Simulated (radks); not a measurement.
Task: The table gives one normalised radial function P(r) = r R(r) (large component) of Ta+ in [Xe] 4f14 5d3 6s1 (r in bohr). Calculated with a radial shooting solver on a logarithmic mesh with Libxc functionals: Dirac Kohn-Sham, BLYP, spin-unpolarised, spherical densities, point nucleus; open shells fill j = l - 1/2 first.

r,P
0.0007987,0.0000
0.001082,0.0000
0.001467,0.0000
0.001988,0.0000
0.002694,0.0000
0.003652,0.0001
0.004949,0.0002
0.006707,0.0006
0.00909,0.0014
0.01232,0.0031
0.0167,0.0068
0.02263,0.0145
0.03067,0.0295
0.04156,0.0563
0.05633,0.0983
0.07634,0.1517
0.1043,0.1961
0.1413,0.1850
0.1916,0.0755
0.2596,-0.1196
0.3518,-0.2852
0.4768,-0.2653
0.6462,-0.0160
0.8758,0.3403
1.187,0.6223
1.609,0.7193
2.18,0.6383
2.955,0.4544
4.005,0.2531
5.427,0.1024
7.355,0.0266
9.968,0.0038

Which n and l does it have? It may be an empty orbital.

Result: n = 5, l = 2: the number of nodes gives n - l - 1 = 2, the rise at small r points to l (this Dirac orbital starts as r^gamma with gamma = sqrt((l + 1)^2 - (Z/c)^2) = 2.95; the j = 5/2 orbital of l + 1 starts with the same power, but with a smaller coefficient, and then steepens), and the extent must fit the shell. The curve is that of 5d5/2; the two j differ most near the nucleus, where j = l - 1/2 has the larger amplitude, and in heavy atoms j = l - 1/2 is also the more compact. 5d5/2 (empty): eigenvalue -9.945 eV, 2 radial nodes at r = 0.218, 0.656 bohr, <r> = 2.16 bohr, 90 % of the charge inside 3.45 bohr.
